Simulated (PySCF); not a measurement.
Exercise with solution: oscillator strength and radiative lifetime

Cd(OH)(SH) (CdH2OS), SMILES [OH][Cd][SH].

Geometry: r2SCAN-D4/def2-TZVP. The def2 effective core potentials stand for the cores of Cd; spin–orbit coupling is left out. Other conformers were not sampled.

TDA-PBE0/def2-SVPD in PySCF 2.14.0 puts the first singlet state with f over 0.02 at 4.60 eV (vertical), with the transition dipole (0.122, 0.388, -0.246) in atomic units.

Problem. Find the oscillator strength, the wavelength and the radiative lifetime that this transition would have in vacuum if emission retraced absorption.

Solution. 
|μ|² = 0.2259 au, so |μ| = 1.21 D. ΔE = 4.60/27.211 = 0.1690 hartree. f = (2/3) ΔE |μ|² = 0.025 (the program prints 0.026).
λ = 1239.84/4.60 = 270 nm; ν = 37101 cm⁻¹.
Einstein's coefficient A = 0.6670 ν² f s⁻¹ (ν in cm⁻¹) = 2.3e7 s⁻¹, so τ = 1/A = 43 ns. This state is S1. The figure is the radiative limit of this one transition; relaxation, internal conversion, crossing to triplets and a medium change what is measured.
